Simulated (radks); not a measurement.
The numbers below are computed, except where a source is named.
Task: Species: I. Configuration: [Kr] 4d10 5s1.5 5p5 5d0.5 (fractional occupations, a model configuration). Level of theory: Dirac Kohn-Sham, B86b exchange with PBE correlation, spin-unpolarised, spherical densities, finite nucleus; open shells are shared between the two j in proportion to 2j + 1; Fermi nuclear charge, rms radius 4.75 fm (a radial shooting solver on a logarithmic mesh with Libxc functionals). Some entries of the table are withheld. Estimate them.

orbital     occ.  eigenvalue (Ry)  <r> (bohr)  <1/r> (bohr^-1)
1s1/2          2        -2422.944     0.02722            56.84
2s1/2          2        -374.4670      0.1167            13.26
2p1/2          2        -351.3643     0.09846            13.25
2p3/2          4        -329.4031      0.1041            12.22
3s1/2          2        -75.81356      0.3137            4.731
3p1/2          2        -66.25969      0.3040            4.641
3p3/2          4        -62.12700      0.3155            4.387
3d3/2          4        -45.29404      0.2865            4.241
3d5/2          6        -44.42514      0.2901            4.176
4s1/2          2        -13.54705      0.7399            1.901
4p1/2          2        -10.21291      0.7726              (1)
4p3/2          4         -9.40834      0.8007              (2)
4d3/2          4         -4.04891         (3)            1.456
4d5/2          6         -3.92274         (4)            1.435
5s1/2        1.5         -1.51536       1.939           0.6746
5p1/2    1.66667         -0.78696       2.310              (5)
5p3/2    3.33333         -0.70723       2.417              (6)
6s1/2          0              (7)       6.652           0.1928
5d3/2        0.2         -0.03107       11.75           0.1172
5d5/2        0.3         -0.03063       11.97           0.1136

Result: 
(1) 4p1/2 <1/r> (bohr^-1): 1.790
(2) 4p3/2 <1/r> (bohr^-1): 1.708
(3) 4d3/2 <r> (bohr): 0.9135
(4) 4d5/2 <r> (bohr): 0.9249
(5) 5p1/2 <1/r> (bohr^-1): 0.5609
(6) 5p3/2 <1/r> (bohr^-1): 0.5334
(7) 6s1/2 eigenvalue (Ry): -0.12582
